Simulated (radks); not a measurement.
Q: The mean radii <r> (bohr) of the occupied orbitals of an atom or ion are listed with their occupations. Calculated with a radial shooting solver on a logarithmic mesh with Libxc functionals: scalar-relativistic Kohn-Sham, r2SCAN, spin-polarised, spherical densities, finite nucleus; meta-GGA in the generalised Kohn-Sham scheme; Fermi nuclear charge, rms radius of each element as measured or else 0.836 A^(1/3) + 0.57 fm.

orbital  occ.      <r>
1s up       1  0.02191
1s down     1  0.02191
2s up       1  0.09236
2s down     1  0.09230
2p up       3  0.08144
2p down     3  0.08140
3s up       1   0.2264
3s down     1   0.2268
3p up       3   0.2213
3p down     2   0.2218
3d up       1   0.1960

Name the element and its charge. Open shells, if any, are filled with parallel spins first.

A: Z = 64, gadolinium, charge +46: Gd46+ in [Ne] 3s2 3p5 3d1. The 1s radius gives Z: for a bare nucleus <r> = (2 gamma + 1)/(2Z) with gamma = sqrt(1 - (Z/c)^2), 0.02163 bohr for Z = 64, and screening makes it slightly larger (0.02191 here). The occupations add up to 18, and the charge is Z minus that.
